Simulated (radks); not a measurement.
Results of a calculation; reference values are marked as such.
Question: Radial electron density D(r) = 4 pi r^2 rho(r) of an atom or ion with 67 electrons. Level of theory: Dirac Kohn-Sham, B86b exchange with PBE correlation, spin-unpolarised, spherical densities, point nucleus (a radial shooting solver on a logarithmic mesh with Libxc functionals).

| r (bohr) | D(r) (e/bohr) |
|---|---|
| 0.001937 | 15.90 |
| 0.002273 | 20.01 |
| 0.002689 | 25.25 |
| 0.003155 | 31.21 |
| 0.003703 | 38.14 |
| 0.00438 | 46.44 |
| 0.00514 | 55.13 |
| 0.006032 | 64.31 |
| 0.007135 | 73.93 |
| 0.008373 | 82.40 |
| 0.009826 | 89.39 |
| 0.01162 | 94.30 |
| 0.01364 | 96.05 |
| 0.01601 | 94.87 |
| 0.01894 | 91.24 |
| 0.02222 | 87.18 |
| 0.02608 | 84.83 |
| 0.03085 | 86.69 |
| 0.0362 | 93.81 |
| 0.04248 | 105.0 |
| 0.05025 | 117.1 |
| 0.05897 | 123.7 |
| 0.0692 | 121.6 |
| 0.08186 | 110.9 |
| 0.09607 | 99.38 |
| 0.1127 | 94.62 |
| 0.1334 | 100.4 |
| 0.1565 | 109.6 |
| 0.1837 | 110.3 |
| 0.2172 | 94.84 |
| 0.2549 | 71.65 |
| 0.2992 | 55.04 |
| 0.3539 | 53.37 |
| 0.4153 | 60.16 |
| 0.4874 | 62.27 |
| 0.5765 | 53.43 |
| 0.6766 | 39.27 |
| 0.794 | 26.81 |
| 0.9392 | 18.72 |
| 1.102 | 14.38 |
| 1.293 | 11.02 |
| 1.53 | 7.500 |
| 1.795 | 4.455 |
| 2.107 | 2.222 |
| 2.492 | 0.8805 |
| 2.925 | 0.3126 |
| 3.432 | 0.1166 |
| 4.06 | 0.07401 |
| 4.765 | 0.08299 |
| 5.592 | 0.09552 |
| 6.615 | 0.09197 |
| 7.762 | 0.06713 |
| 9.109 | 0.03630 |
| 10.78 | 0.01343 |
| 12.65 | 0.003533 |
| 14.84 | 0.0005950 |

What is the nuclear charge?

Answer: Z = 69. The innermost maximum, from 1s, lies near gamma/Z bohr with gamma = sqrt(1 - (Z/c)^2) = 0.864, here 0.0125 bohr (found: 0.0139), and its height grows with Z. The density is that of the thulium ion Tm2+ in [Kr] 4d10 4f13 5s2 5p5.5 5f0.5; the configuration itself is not fixed sharply by these data, and Z only to a few units. D(r) has 5 maxima, at r = 0.0139, 0.0614, 0.171, 0.465, 5.96 bohr, and minima at 0.0267, 0.112, 0.329, 4.13 bohr, inside which lie 2.01, 11.14, 29.63, 66.56 electrons.
